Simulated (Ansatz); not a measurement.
One change: `ClBCl` becomes `CSB(Cl)Cl`.

Ansatz, PBE0-D4/def2-TZVP geometries, multiplicity 1. Each molecule was computed in one conformer, which needn't be the lowest.

```
                                                                                  property  `ClBCl`
                                                     LUMO energy (ωB97M-V/def2-TZVPP) / eV     0.37
                                                   HOMO–LUMO gap (ωB97M-V/def2-TZVPP) / eV    11.88
                                          size of the dipole moment (B3LYP/def2-TZVPP) / D     0.44
                                                        HOMO energy (PBE0/def2-TZVPP) / eV    -9.25
ideal-gas entropy at 298 K and 1 bar (rigid rotor, harmonic PBE0-D4/def2-TZVP) / J/(mol·K)      268
                                                         LUMO energy (PBE/def2-TZVPP) / eV    -2.69
```

**Question.** Give the same properties after the change, and the shifts. (Estimate.)

**Answer.** Computed: 
```
                                                                                  property  `CSB(Cl)Cl`  shift
                                                     LUMO energy (ωB97M-V/def2-TZVPP) / eV         0.95   0.58
                                                   HOMO–LUMO gap (ωB97M-V/def2-TZVPP) / eV        10.83  -1.05
                                          size of the dipole moment (B3LYP/def2-TZVPP) / D         2.20   1.76
                                                        HOMO energy (PBE0/def2-TZVPP) / eV        -7.75   1.50
ideal-gas entropy at 298 K and 1 bar (rigid rotor, harmonic PBE0-D4/def2-TZVP) / J/(mol·K)          348     80
                                                         LUMO energy (PBE/def2-TZVPP) / eV        -2.00   0.69
```

With PBE0 the HOMO rises by 1.50 eV and the LUMO rises by 0.61 eV, so the gap narrows by about 0.89 eV. PBE moves the HOMO by 1.26 eV and ωB97M-V by 1.63 eV. The zero-point energy changes by 81.7 kJ/mol with +12 modes. Dipoles are sizes alone; their direction can turn.

B3LYP here is the variant with VWN-RPA as its local correlation; programs differ in this.
